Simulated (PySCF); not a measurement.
Start geometry of MoN(OMe)3, `C[O][Mo](#[N])([O]C)[O]C` from GFN2-xTB (Å):
```
atom  x, y, z in Å
Mo1    0.062   -0.074   -0.163
N2    -0.048   -0.008    1.525
O3     1.509   -0.800   -0.614
C4     2.795   -1.372   -0.021
H5     2.597   -1.345    1.056
H6     3.588   -0.829   -0.343
H7     2.797   -2.436   -0.325
O8    -0.035    1.767   -0.639
C9    -0.155    3.049   -0.019
H10   -0.180    2.946    1.053
H11   -1.086    3.529   -0.405
H12    0.747    3.618   -0.370
O13   -1.542   -0.924   -0.674
C14   -2.591   -1.647   -0.094
H15   -2.503   -1.650    0.987
H16   -2.508   -2.659   -0.431
H17   -3.475   -1.164   -0.465
```

Problem. What comes out of this run: PBE0-D3(BJ)/def2-SVP geometry optimisation, gas phase, def2 core potentials past Kr in PySCF?

Solution. 
```
atom  x, y, z in Å
Mo1   -0.0022    0.0149   -0.2604
N2    -0.0298   -0.0072    1.3693
O3     1.6044   -0.8117   -0.7278
C4     2.6617   -1.3767   -0.0102
H5     2.4723   -1.3394    1.0772
H6     3.5955   -0.8325   -0.2287
H7     2.7977   -2.4283   -0.3132
O8    -0.0750    1.8221   -0.7242
C9    -0.1474    3.0195   -0.0089
H10   -0.1411    2.8371    1.0804
H11   -1.0720    3.5591   -0.2744
H12    0.7109    3.6618   -0.2680
O13   -1.5081   -0.9573   -0.7826
C14   -2.5144   -1.6465   -0.1013
H15   -2.4360   -1.4951    0.9900
H16   -2.4423   -2.7261   -0.3159
H17   -3.5026   -1.2943   -0.4410
```

The energy falls by 32.2 kcal/mol over 8 energy and gradient evaluations, the largest force component goes from 0.1720 to 2.8e-04 Eh/bohr, and the atoms move by 0.123 Å rms after alignment. The bond that changes most is Mo1–O3 (ends: molybdenum bonded to N and 3 O; oxygen bonded to C and Mo), which lengthens by 0.185 Å. Bonds longer at the end by more than 0.005 Å: 7 of 16; shorter: 7. Among the angles that change most is O3–C4–H5, from 102.7° to 111.2°. Among the dihedrals that turn most is N2–Mo1–O13–C14, from -13° to -2°. Rotational constants go from 1441, 1404, 844.0 to 1458, 1435, 857.6 MHz. The orientation of the end geometry is arbitrary; only internal coordinates are fixed.

The run used 174 basis functions and 66 SCF cycles in all. Hardware: one thread of an Intel Xeon Platinum 8488C (shared host). Cost: 2.1 min wall, 0.71 GiB resident at most.

Whether it is a minimum is left open (no frequencies).
